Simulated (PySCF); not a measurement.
Members of one family of related compounds. Theory: TDDFT PBE0/def2-SVPD, vertical, gas phase, core orbitals frozen in the response (PySCF 2.14.0, density-fitted response routines). Geometries: GFN2-xTB; one conformer of each isolated species. Triplets are in the Tamm–Dancoff approximation. 'Strongest' means the level of largest summed f among the lowest 8 singlets; it needn't be the same kind of state in each.

Question: Rank by computed lowest singlet excitation energy, highest first.
A. `C#CC1C[SiH2]C1`
B. `CC#CC1C[SiH2]C1`
C. `O([SiH3])C1C[SiH2]C1`
D. `C/N=C/C1C[SiH2]C1`
E. `[SiH2]1CC(C1)S(=O)(=O)O`
F. `N#CCC1C[SiH2]C1`
G. `CC(=S)C1C[SiH2]C1`

Answer: E (7.21 eV), F (7.07 eV), C (6.72 eV), A (6.19 eV), B (5.98 eV), D (5.15 eV), G (2.62 eV).

| SMILES | S1 (eV) | HOMO (eV) | gap (eV) | strongest (eV) | T1 (eV) | S1 mainly |
| --- | --- | --- | --- | --- | --- | --- |
| O=S(=O)(O)C1C[SiH2]C1 | 7.21 | -8.52 | 8.45 | 7.43 | 6.52 | H-1→L (54%) |
| N#CCC1C[SiH2]C1 | 7.07 | -8.33 | 8.32 | 7.24 | 6.29 | H-1→L (91%) |
| [SiH3]OC1C[SiH2]C1 | 6.72 | -7.79 | 7.96 | 7.56 | 6.33 | H→L (80%) |
| C#CC1C[SiH2]C1 | 6.19 | -7.53 | 7.52 | 7.04 | 5.31 | H→L (87%) |
| CC#CC1C[SiH2]C1 | 5.98 | -7.03 | 7.17 | 6.93 | 5.28 | H→L (90%) |
| C/N=C/C1C[SiH2]C1 | 5.15 | -7.07 | 6.97 | 7.21 | 4.36 | H→L (85%) |
| CC(=S)C1C[SiH2]C1 | 2.62 | -6.28 | 4.36 | 5.69 | 2.16 | H→L (99%) |

H and L stand for HOMO and LUMO.
